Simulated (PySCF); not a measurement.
Species: C5H7ClN2Si.
SMILES with atom numbers: `[N:1]#[C:2][CH2:3][CH2:4][Si@@H:5]([Cl:6])[CH2:7][C:8]#[N:9]` (hydrogens: H10, H11 on C3; H12, H13 on C4; H14 on Si5; H15, H16 on C7)

Geometry (GFN2-xTB, Å), atoms numbered from 1 in this order:
```
atom  x, y, z in Å
N1    -1.1992    0.5828   -2.4242
C2    -1.4525   -0.0876   -1.5333
C3    -1.7350   -0.9224   -0.3956
C4    -0.8744   -0.5303    0.8164
Si5    1.0121   -0.6295    0.5092
Cl6    1.4214   -2.2130   -0.6813
C7     1.6089    0.9548   -0.3951
C8     1.2853    2.1190    0.3700
N9     1.0083    3.0282    1.0063
H10   -1.5382   -1.9601   -0.6806
H11   -2.7983   -0.8262   -0.1556
H12   -1.1347    0.4839    1.1243
H13   -1.1476   -1.1865    1.6442
H14    1.7150   -0.7771    1.7823
H15    2.6895    0.9279   -0.5469
H16    1.1317    1.0451   -1.3742
```

Level of theory: PySCF, TDDFT CAM-B3LYP/def2-SVPD, vertical, gas phase, core orbitals frozen in the response.

Ground-to-excited transition dipoles (e·a0, same axes as the geometry; the sign carries no meaning), for the states with f of 0.002 or more among the lowest 8:

```csv
state,E (hartree),μx,μy,μz
S1,0.2802,0.115,0.313,-0.012
S2,0.2829,-0.062,-0.368,0.007
S4,0.2917,-0.095,0.080,-0.037
S5,0.2932,0.192,-0.104,0.013
S7,0.2992,0.106,0.010,0.042
S8,0.3018,0.019,-0.117,-0.155
```

(1) What oscillator strength does each state have?

(2) Which bond between heavy atoms lies closest to the direction of the S2 transition dipole?

(3) What angle do the transition dipoles of S1 and S2 make?

(4) What peak molar absorption coefficient would the strongest computed level give as a lone Gaussian band 0.5 eV wide at half height?

## Answers

(1) f = (2/3) ΔE |μ|² with ΔE in hartree (27.2114 eV).

```tsv
state	|μ|² (au)	|μ| (D)	f
S1	0.111	0.85	0.021
S2	0.139	0.95	0.026
S4	0.017	0.33	0.003
S5	0.048	0.56	0.009
S7	0.013	0.29	0.003
S8	0.038	0.50	0.008
```

(2) Si5–C7, at 29° from it; next C7–C8 at 41°.

(3) |cos θ| = |μa·μb| / (|μa| |μb|) = 0.98, so θ ≈ 11° (taken between 0 and 90°, since the signs are arbitrary).

(4) ε(max) = 2.175×10⁸ f / FWHM, with the width in cm⁻¹. S2: 2.175×10⁸ × 0.0262 / 4033 ≈ 1400 L mol⁻¹ cm⁻¹.

One conformer stands for the species.
